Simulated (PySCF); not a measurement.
C$_{2}$H$_{5}$S (SMILES CC[S-]), charge -1, singlet, geometry from GFN2-xTB (in this run its highest filled SCF level lies above zero, so its values depend strongly on the basis, on diffuse functions most of all), atoms displaced at random by about 0.08 Å a coordinate; R2SCAN/6-31G, gradient by finite differences in PySCF.

Here is a job for PySCF.
```python
from pyscf import gto, scf, dft

mol = gto.M(
    atom='''
C     1.569553    0.730698   -0.022799
C    -0.059057    0.804826   -0.029104
S    -0.717133   -0.912818    0.197875
H    -0.400894    1.309530    0.832059
H    -0.339336    1.412068   -0.783487
H     1.880981    1.655434   -0.018703
H     1.912975   -0.066639    0.809401
H     1.844781    0.171930   -0.734734
''',
    basis='6-31g',
    charge=-1,
    spin=0,
    verbose=4,
)

mf = dft.RKS(mol)
mf.xc = 'r2scan'
mf.conv_tol = 1e-11
mf.kernel()
scan, done = mf.as_scanner(), []
scan.scf_summary = {}
def energy(d):
    c = mol.atom_coords()
    c[6, 0] += d
    e = scan(mol.set_geom_(c, unit='Bohr', inplace=False))
    done.append(scan.converged)
    return e
h = 0.05
fd = (energy(h) - energy(-h)) / (2 * h)
print('dE/dx =', fd)
```

It wrote (shortened):

```
PySCF version 2.14.0

[INPUT] verbose = 4
[INPUT] num. atoms = 8
[INPUT] num. electrons = 34
[INPUT] charge = -1
[INPUT] spin (= nelec alpha-beta = 2S) = 0
[INPUT] symmetry False subgroup None
[INPUT] Mole.unit = angstrom
[INPUT] Symbol           X                Y                Z      unit          X                Y                Z       unit  Magmom
[...]
nuclear repulsion = 97.3439754412769
number of shells = 27
number of NR pGTOs = 110
number of NR cGTOs = 41
basis = 6-31g
ecp = {}

******** <class 'pyscf.dft.rks.RKS'> ********
method = RKS
initial guess = minao
damping factor = 0
level_shift factor = 0
DIIS = <class 'pyscf.scf.diis.CDIIS'>
diis_start_cycle = 1
diis_space = 8
diis_damp = 0
SCF conv_tol = 1e-11
SCF conv_tol_grad = None
SCF max_cycles = 50
direct_scf = True
direct_scf_tol = 1e-13
XC library pyscf.dft.libxc version 7.1.2
    S. Lehtola, C. Steigemann, M. J. T. Oliveira, and M. A. L. Marques,  SoftwareX 7, 1–5 (2018)
XC functionals = r2scan
    J. W. Furness, A. D. Kaplan, J. Ning, J. P. Perdew, and J. Sun,  J. Phys. Chem. Lett. 11, 8208–8215 (2020)
    J. W. Furness, A. D. Kaplan, J. Ning, J. P. Perdew, and J. Sun,  J. Phys. Chem. Lett. 11, 9248–9248 (2020)
    J. W. Furness, A. D. Kaplan, J. Ning, J. P. Perdew, and J. Sun,  J. Phys. Chem. Lett. 11, 8208–8215 (2020)
    J. W. Furness, A. D. Kaplan, J. Ning, J. P. Perdew, and J. Sun,  J. Phys. Chem. Lett. 11, 9248–9248 (2020)
radial grids:
    Treutler-Ahlrichs [JCP 102, 346 (1995); DOI:10.1063/1.469408] (M4) radial grids

becke partition: Becke, JCP 88, 2547 (1988); DOI:10.1063/1.454033
pruning grids: <function nwchem_prune>
grids dens level: 3
symmetrized grids: False
atomic radii adjust function: <function treutler_atomic_radii_adjust>
small_rho_cutoff = 0
Set gradient conv threshold to 3.16228e-06
Initial guess from minao.
tot grids = 96160
init E= -477.232587366104
[...]
cycle= 1 E= -477.132255572649  delta_E=  0.1  |g|= 0.509  |ddm|= 2.55
[...]
cycle= 2 E= -477.121169162323  delta_E= 0.0111  |g|= 0.572  |ddm|= 2.15
[...]
cycle= 3 E= -477.228718706454  delta_E= -0.108  |g|= 0.0201  |ddm|= 1.15
[...]
cycle= 4 E= -477.228685588455  delta_E= 3.31e-05  |g|= 0.0225  |ddm|= 0.0402
[...]
cycle= 5 E= -477.22882749188  delta_E= -0.000142  |g|= 0.00229  |ddm|= 0.0277
[...]
cycle= 6 E= -477.228828952215  delta_E= -1.46e-06  |g|= 0.00102  |ddm|= 0.00709
[...]
cycle= 7 E= -477.228829311068  delta_E= -3.59e-07  |g|= 0.000164  |ddm|= 0.00221
[...]
[...]
converged SCF energy = -477.228829318554
converged SCF energy = -477.227905864931
[...]
   7 H      1.886516139454  -0.066639000000   0.809401000000 AA    3.564998833140  -0.125929459215   1.529546214949 Bohr
   8 H      1.844781000000   0.171930000000  -0.734734000000 AA    3.486130849801   0.324900612596  -1.388446034406 Bohr

******** <class 'pyscf.scf.hf.RKS_Scanner'> ********
method = RKS_Scanner
initial guess = minao
damping factor = 0
level_shift factor = 0
DIIS = <class 'pyscf.scf.diis.CDIIS'>
diis_start_cycle = 1
diis_space = 8
diis_damp = 0
SCF conv_tol = 1e-11
SCF conv_tol_grad = None
SCF max_cycles = 50
direct_scf = True
direct_scf_tol = 1e-13
XC library pyscf.dft.libxc version 7.1.2
    S. Lehtola, C. Steigemann, M. J. T. Oliveira, and M. A. L. Marques,  SoftwareX 7, 1–5 (2018)
XC functionals = r2scan
    J. W. Furness, A. D. Kaplan, J. Ning, J. P. Perdew, and J. Sun,  J. Phys. Chem. Lett. 11, 8208–8215 (2020)
    J. W. Furness, A. D. Kaplan, J. Ning, J. P. Perdew, and J. Sun,  J. Phys. Chem. Lett. 11, 9248–9248 (2020)
    J. W. Furness, A. D. Kaplan, J. Ning, J. P. Perdew, and J. Sun,  J. Phys. Chem. Lett. 11, 8208–8215 (2020)
    J. W. Furness, A. D. Kaplan, J. Ning, J. P. Perdew, and J. Sun,  J. Phys. Chem. Lett. 11, 9248–9248 (2020)
radial grids:
    Treutler-Ahlrichs [JCP 102, 346 (1995); DOI:10.1063/1.469408] (M4) radial grids

becke partition: Becke, JCP 88, 2547 (1988); DOI:10.1063/1.454033
pruning grids: <function nwchem_prune>
grids dens level: 3
symmetrized grids: False
atomic radii adjust function: <function treutler_atomic_radii_adjust>
small_rho_cutoff = 0
Set gradient conv threshold to 3.16228e-06
tot grids = 96160
init E= -477.231741661302
[...]
cycle= 1 E= -477.229582788343  delta_E= 0.00216  |g|= 0.00593  |ddm|= 0.0374
[...]
cycle= 2 E= -477.229578485894  delta_E= 4.3e-06  |g|= 0.00738  |ddm|= 0.0215
[...]
cycle= 3 E= -477.229595340217  delta_E= -1.69e-05  |g|= 0.00154  |ddm|= 0.0126
[...]
cycle= 4 E= -477.22959610976  delta_E= -7.7e-07  |g|= 0.000191  |ddm|= 0.003
[...]
cycle= 5 E= -477.229596119308  delta_E= -9.55e-09  |g|= 6.6e-05  |ddm|= 0.000281
[...]
cycle= 6 E= -477.229596120516  delta_E= -1.21e-09  |g|= 1.25e-05  |ddm|= 9.59e-05
[...]
cycle= 7 E= -477.229596120561  delta_E= -4.46e-11  |g|= 3.49e-06  |ddm|= 2.85e-05
[...]
cycle= 8 E= -477.229596120566  delta_E= -5e-12  |g|= 2.87e-07  |ddm|= 9.03e-06
[...]
Extra cycle  E= -477.229596120564  delta_E= 1.48e-12  |g|= 2.87e-07  |ddm|= 1.6e-06
converged SCF energy = -477.229596120564
dE/dx = 0.016902556331501728
```
